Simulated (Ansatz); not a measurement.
Problem. Name a neutral molecule of F, Ge, N and H with LUMO energy (B3LYP/def2-TZVPP) between -0.55 and -0.25 eV and HOMO energy (PBE0/def2-TZVPP) between -8.45 and -8.15 eV (Ansatz, PBE0-D4/def2-TZVP geometry).

Solution. `[NH2][Ge]([NH2])([F])[F]` (-0.43 eV, -8.31 eV). Other molecules can fit too; these were computed, each in one conformer that needn't be the lowest.

B3LYP here is the variant with VWN-RPA as its local correlation; programs differ in this.
